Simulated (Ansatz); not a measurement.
Basis sets compared for FeCl3. Charge 0, multiplicity 6. Geometry r2SCAN-D4/def2-SVP. Ansatz on 4 threads of Arm Neoverse V1 on a shared host; times are rough, and most runs start from earlier orbitals.

```xyz
4

Fe   -0.0091   -0.0006    0.0003
Cl    0.2038   -1.1902    1.7717
Cl   -0.1761    2.1317    0.1551
Cl   -0.0186   -0.9409   -1.9271
```

The 6-31G sets use Cartesian d functions.

Binding counts from free atoms (Fe quintet, Cl doublet) in the same basis, without a counterpoise term.

| level | functions | energy (Eh) | HOMO (eV) | LUMO (eV) | binding per atom (eV) | wall time |
| --- | --- | --- | --- | --- | --- | --- |
| HF/STO-3G | 45 | -2613.0439 | -11.03 | 2.56 | – | 0.25 s |
| HF/6-31G | 68 | -2640.8118 | -12.77 | -1.06 | 1.47 | 0.5 s |
| PBE-D4/def2-SVP | 85 | -2643.0580 | -7.03 | -6.18 | 3.00 | 1.9 s |
| PBE-D4/def2-TZVP | 156 | -2643.7217 | -7.28 | -6.41 | 2.91 | 2.5 s |
| r2SCAN-D4/def2-TZVP (with forces) | 156 | -2644.4146 | -7.94 | -6.24 | 2.92 | 8 s |
| PBE0-D4/def2-SVP | 85 | -2643.1710 | -8.96 | -5.01 | 2.69 | 1.9 s |
| PBE0-D4/def2-TZVP | 156 | -2643.8269 | -9.16 | -5.11 | 2.72 | 4.4 s |

Question: Estimate the rows for PBE-D4/def2-TZVPD, r2SCAN-D4/def2-TZVPD, PBE0-D4/def2-TZVPD.

Answer: 
| level | functions | energy (Eh) | HOMO (eV) | LUMO (eV) | binding per atom (eV) | wall time |
| --- | --- | --- | --- | --- | --- | --- |
| PBE-D4/def2-TZVPD | 186 | -2643.7251 | -7.37 | -6.49 | 2.91 | 3 s |
| r2SCAN-D4/def2-TZVPD | 186 | -2644.4169 | -7.98 | -6.28 | 2.92 | 9.5 s |
| PBE0-D4/def2-TZVPD | 186 | -2643.8296 | -9.21 | -5.15 | 2.72 | 5.5 s |
